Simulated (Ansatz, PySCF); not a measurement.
Gas-phase reaction in SMILES: ClCCl [dichloromethane] -> Cl[CH-]Cl + H+
Geometries: B3LYP-D3(BJ)/def2-TZVP minima from Ansatz (an electronic-structure program).

Wanted: gas-phase deprotonation energy (enthalpy at 298 K, with B3LYP-D3(BJ) rigid-rotor harmonic-oscillator terms from PySCF), in kcal/mol. Correlated levels leave the core frozen unless marked. No spin-orbit coupling. No relativistic terms. Anions need diffuse functions: aug- sets have them; def2-D sets add few; the other sets have none. Basis-set limits of correlation are two-point, X^-3; Hartree-Fock from the larger set. [CCSD(T)-MP2]/basis is that difference in the basis named.

RI-MP2/CBS(aug-cc-pV(T+d)Z,aug-cc-pV(Q+d)Z)+[CCSD(T)-MP2]/aug-cc-pV(T+d)Z (Ansatz) gives 377.1 kcal/mol.

**Question.** Another calculation gave 377.9 kcal/mol. Which level was it?
A) BP86/def2-TZVPD (PySCF)
B) PBE-QIDH/def2-TZVPD (Ansatz)
C) PW6B95/def2-TZVPD (PySCF)
D) LC-wPBE/def2-TZVPD (Ansatz)

**Answer.** C, PW6B95/def2-TZVPD (PySCF). The others give 373.0 (BP86), 380.9 (PBE-QIDH), 384.4 (LC-wPBE) kcal/mol.
